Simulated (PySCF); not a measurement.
The numbers are results of PBE-D3(BJ)/def2-TZVP // PBE0-D3(BJ)/def2-TZVP (PySCF), not measurements. Gas-phase values, no solvent. One relaxed conformer stands for a flexible species; it need not be the lowest. Excitations are Tamm–Dancoff values on a coarser integration grid. The basis has no diffuse functions, so Rydberg states are missing or too high.

Reference species (SMILES): `C=C(O)C[SiH3]` (C–C–O–H torsion 0°, O–C–C–Si torsion -69°) (neutral, multiplicity 1).

```yaml
HOMO: -5.41 eV
S1–T1 gap (TDA): 0.98 eV
S1 excitation (TDA): 5.27 eV
T1 excitation (TDA): 4.29 eV
```

After one change: the HOMO drops by 0.06 eV; the S1–T1 gap (TDA) goes up by 0.06 eV; the S1 excitation (TDA) decreases by 0.05 eV; the T1 excitation (TDA) decreases by 0.11 eV.

### Question
What was changed between the two runs? The new species is one of these.
A) `O/C=C\C[SiH3]` (H–O–C–C torsion 4°, C–C–C–Si torsion -89°)
B) `C=C[C@@H](O)[SiH3]` (C–C–C–Si torsion 120°, Si–C–O–H torsion -66°)
C) `C=C([SiH3])CO` (Si–C–C–O torsion -45°, C–C–O–H torsion -59°)
D) `C/C([SiH3])=C\O` (C–C–O–H torsion 180°)

### Answer
D, `C/C([SiH3])=C\O` (C–C–O–H torsion 180°)
